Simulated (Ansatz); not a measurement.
The same path of a periodic cell of 13 atoms, Ti12H (host Ti, host structure hcp, interstitial H) was run twice with different band settings.

The calculation used DFT PBEsol, scalar-relativistic, plane waves, PAW in Ansatz 0.2.0. Settings: cutoff 420 eV, k mesh 3x2x4, gaussian smearing 0.05 eV, no spin polarisation.

Relaxed end points:

```xyz
13
Lattice="5.9000 0.0000 0.0000 -4.4250 7.6643 0.0000 0.0000 0.0000 4.6846" Properties=species:S:1:pos:R:3
Ti 0.003 -0.011 -0.018
Ti 0.003 1.669 2.315
Ti -1.505 2.530 -0.015
Ti -1.519 4.273 2.346
Ti -2.944 5.134 0.000
Ti -2.952 6.807 2.364
Ti 2.960 -0.002 -0.020
Ti 2.951 1.672 2.348
Ti 1.523 2.534 0.004
Ti 1.512 4.275 2.361
Ti 0.004 5.139 0.027
Ti 0.004 6.816 2.360
H 0.008 3.399 1.173
```

```xyz
13
Lattice="5.9000 0.0000 0.0000 -4.4250 7.6643 0.0000 0.0000 0.0000 4.6846" Properties=species:S:1:pos:R:3
Ti 0.005 -0.012 0.017
Ti 0.007 1.669 2.369
Ti -1.502 2.530 0.013
Ti -1.517 4.272 2.336
Ti -2.942 5.133 -0.001
Ti -2.950 6.807 2.319
Ti 2.963 -0.003 0.018
Ti 2.954 1.671 2.334
Ti 1.527 2.533 -0.006
Ti 1.514 4.274 2.323
Ti 0.007 5.138 -0.028
Ti 0.007 6.815 2.323
H 0.012 3.399 3.509
```

Common settings: movable images 3; climbing image yes; spring 5.0 eV/Å²; optimiser quadratic models (default); force threshold 0.05 eV/Å; end points relaxed.

| run | start path | iteration limit | theory |
| --- | --- | --- | --- |
| 1 | IDPP | 80 | DFT PBEsol, scalar-relativistic, plane waves, PAW cutoff 420 eV, k mesh 3x2x4, gaussian smearing 0.05 eV, no spin polarisation |
| 2 | default | 50 | DFT PBEsol, scalar-relativistic, plane waves, PAW cutoff 250 eV, k mesh 3x2x4, gaussian smearing 0.05 eV, no spin polarisation |

**Question.** What does each run give, and how far can it be trusted?

**Answer.** Run 1: converged after 5 iterations, highest image 0.526 eV above the first end. By the program's own check the climbing image is of a kind that is not told: the force calls were inconclusive, a negative curvature could not be distinguished from the path's own, the only one lies far off the path, or fixed occupations may fill a level only in part (lowest curvatures found: -1.49 and 1.08 eV/Å²).
Run 2: converged after 3 iterations, highest image 0.489 eV above the first end. The order of the stationary point at the top wasn't checked. The plane-wave cutoff is below what these datasets need, so energies and pressures aren't converged.
Limits of this set-up: coarse k mesh, odd electron count without spin.
